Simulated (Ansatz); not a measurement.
Consider the formal exchange of groups at the Si–Si bond: `B[SiH2][SiH3]` + `C=O` → `B[SiH2]C=O` + SiH₄.

Computed with Ansatz on PBE0-D4/def2-TZVP structures; ΔE is electronic, products minus reactants. CCSD(T)/CBS adds triple-zeta CCSD(T) − MP2 to the extrapolated MP2 energy (def2 sets, frozen cores). This one scheme is used for every species. One conformer a species, not always the lowest.

| species | CCSD(T)/CBS(def2) energy (Eh) |
| --- | --- |
| `B[SiH2][SiH3]` | -607.10947 |
| `C=O` | -114.39408 |
| `B[SiH2]C=O` | -430.02973 |
| SiH₄ | -291.46306 |

(1) Work out ΔE.

Largest T1 diagnostic among the species: 0.016.

Answers

(1) ΔE = (-430.02973) + (-291.46306) − (-607.10947) − (-114.39408) = 0.01076 Eh = +28.3 kJ/mol.

From PBE to PBE0 (25 % exact exchange), in def2-TZVPP and without D4, ΔE moves by +4.2 kJ/mol. Leaving LDA and LC-ωPBE aside and taking each functional with its dispersion term where it has one, the values, not all of them listed here, spread over 14.6 kJ/mol, from BLYP-D4 to PBE0-D4. In def2-TZVPP, CCSD(T) changes the Hartree–Fock value by +9.8 kJ/mol (the triples alone add +0.5 kJ/mol) and MP2 by +8.4 kJ/mol.
